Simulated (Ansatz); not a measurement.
Reaction: GeH3F (fluorogermane, SMILES [F][GeH3]) → GeH2F (SMILES [F][GeH2], doublet) + H (doublet) (the Ge-H bond breaks)
Each species at its own B3LYP-D3(BJ)/def2-TZVP minimum (Ansatz, an electronic-structure program).

Quantity: bond dissociation energy (electronic), in kJ/mol. Open shells are spin-unrestricted; no spin-orbit coupling. Cores are frozen in correlated methods (noble-gas shells, and filled d and f shells in the p block). No relativity. CBS(X,Y): correlation extrapolated as X^-3, Hartree-Fock from the larger set (Q,5: extrapolated as (X+1)exp(-9√X)). A bracket is a step between two methods taken in the basis named. For partners of very few electrons the exact lower level stands in for a higher one.

CCSD(T)/CBS(cc-pVQZ,cc-pV5Z) + [CCSDT(Q) - CCSD(T)]/cc-pVTZ + [CCSDTQ - CCSDT(Q)]/cc-pVDZ (Ansatz) gives 377.5 kJ/mol.

Question: How far off this value is PBE/def2-TZVPD (Ansatz), in which direction, and how far these levels: B3LYP/def2-TZVPD, PBE0/def2-TZVPD, wB97M-V/def2-TZVPD, CCSD(T)/CBS(cc-pVQZ,cc-pV5Z)?

Answer: PBE gives 353.5 kJ/mol, 24.0 kJ/mol below it. Differences of the others: B3LYP/def2-TZVPD (Ansatz) -10.2; PBE0/def2-TZVPD (Ansatz) -17.0; wB97M-V/def2-TZVPD (Ansatz) -5.6; CCSD(T)/CBS(cc-pVQZ,cc-pV5Z) (Ansatz) 0.2 kJ/mol.
